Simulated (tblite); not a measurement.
Species: C7H8S.
Z-matrix (Å and degrees, GFN2-xTB geometry), rows numbered from 1:
```
C 
S   1  1.8156
C   2  1.7683  1  104.18
C   3  1.3871  2  124.14  1     0.70
C   4  1.3849  3  119.63  2   179.84
C   5  1.3830  4  120.73  3     0.03
C   6  1.3866  5  119.53  4    -0.06
C   7  1.3797  6  120.23  5     0.08
H   1  1.0856  2  105.56  3   179.72
H   1  1.0861  2  110.10  3   -61.85
H   1  1.0861  2  110.04  3    61.26
H   4  1.0784  3  121.14  2    -0.20
H   5  1.0803  4  119.17  3   179.97
H   6  1.0795  5  120.26  4  -179.95
H   7  1.0798  6  120.10  5   179.98
H   8  1.0796  3  119.04  2     0.20
```

Structure optimised with GFN2-xTB, isolated species.

Take the most abundant isotopes and a rigid rotor. The values belong to one conformer with, in the numbering `[CH3:1][S:2][c:3]1[cH:4][cH:5][cH:6][cH:7][cH:8]1`, C1–S2–C3–C4 1°.

Problem. Give the principal moments of inertia and the rotational constants in MHz.

Solution. Ia = 118.14, Ib = 430.48, Ic = 545.37 u·Å²; 505379 MHz·u·Å²/I gives A = 4278, B = 1174, C = 926.7 MHz.

Problem. Classify the top.

Solution. An asymmetric top; Ray's κ = -0.852.

Problem. What does the inertial defect say?

Solution. Not planar: Δ = Ic − Ia − Ib = -3.25 u·Å². For a rigid frame Δ = −2 Σ m c², so Σ m c² = 1.62 u·Å² lies off the ab plane, practically all of it from hydrogen. The atom farthest from that plane is 0.91 Å away.

Problem. Give the other two planar moments, Paa and Pbb, and the rms extents of the mass along the axes.

Solution. Paa = Σ m a² = (Ib + Ic − Ia)/2 = 428.86 and Pbb = Σ m b² = (Ia + Ic − Ib)/2 = 116.52 u·Å². With the mass M = 124.03 u, the rms extents √(P/M) along a, b and c are 1.86, 0.97, 0.11 Å.

Problem. Where do the levels up to J = 5 lie, in MHz?

Solution. Above 0(0,0):
J = 1: 1(0,1) 2101, 1(1,1) 5204, 1(1,0) 5452
J = 2: 2(0,2) 6288, 2(1,2) 9158, 2(1,1) 9900, 2(2,1) 19212, 2(2,0) 19226
J = 3: 3(0,3) 12533, 3(1,3) 15081, 3(1,2) 16564, 3(2,2) 25514, 3(2,1) 25584, 3(3,1) 41660, 3(3,0) 41660
J = 4: 4(0,4) 20797, 4(1,4) 22962, 4(1,3) 25432, 4(2,3) 33905, 4(2,2) 34115, 4(3,2) 50089, 4(3,1) 50093, 4(4,1) 72657, 4(4,0) 72657
J = 5: 5(0,5) 31029, 5(1,5) 32790, 5(1,4) 36485, 5(2,4) 44377, 5(2,3) 44858, 5(3,3) 60636, 5(3,2) 60650, 5(4,2) 83192, 5(4,1) 83192, 5(5,1) 112209, 5(5,0) 112209
Those of J = 1 are B + C, A + C and A + B.

Problem. Estimate the classical rotational partition function at 10 K, 25 K and 50 K.

Solution. Point group Cs, symmetry number σ = 1; q = (√π/σ)·√((kT/h)³/(ABC)), k/h = 20836.6 MHz/K: 2470 at 10 K, 9770 at 25 K, 27600 at 50 K.

Its GFN2-xTB frequencies are all real (lowest 34 cm⁻¹). Constants of a rigid frame at the computed geometry: no zero-point averaging, no centrifugal distortion.
